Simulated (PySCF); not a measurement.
W(NH)(F)3(Cl) (ClF3HNW), SMILES [W]([F])(=[NH])([Cl])([F])[F], multiplicity 1.

Geometry optimised at B3LYP-D3(BJ)/def2-SVP. The multiplicity is an assumed one; no other spin state was optimised. The structure was generated by enumeration; whether it is a known compound was not checked. The def2 effective core potentials stand for the cores of W; spin–orbit coupling is left out.

Two levels are set side by side: TDDFT-PBE/def2-SVPD (PySCF) and TDDFT-ωB97X/def2-SVPD (PySCF). Vertical, same geometry. The lowest singlet is HOMO→LUMO 100 % with PBE and HOMO→LUMO 95 % with the other functional; states are paired by order. Differences are taken from unrounded values.

```csv
quantity,TDDFT-ωB97X
lowest singlet excitation (eV),4.22
lowest triplet excitation (TDA) (eV),4.09
```

**Question.** What does TDDFT-PBE give, and how far is it from TDDFT-ωB97X? (The exact figures need the calculation; the answer reports its results.)

**Answer.** 
```json
[
 {"quantity": "lowest singlet excitation (eV)", "TDDFT-PBE": "3.46", "TDDFT-PBE minus TDDFT-ωB97X": "-0.76"},
 {"quantity": "lowest triplet excitation (TDA) (eV)", "TDDFT-PBE": "3.34", "TDDFT-PBE minus TDDFT-ωB97X": "-0.75"}
]
```

A lower first singlet is the usual sign of a functional without exact exchange. Differences between two approximate levels are no errors against the true value.

Rough cost on one machine, each run with all the roots and properties that it gave: TDDFT-ωB97X against TDDFT-PBE about 9 times.
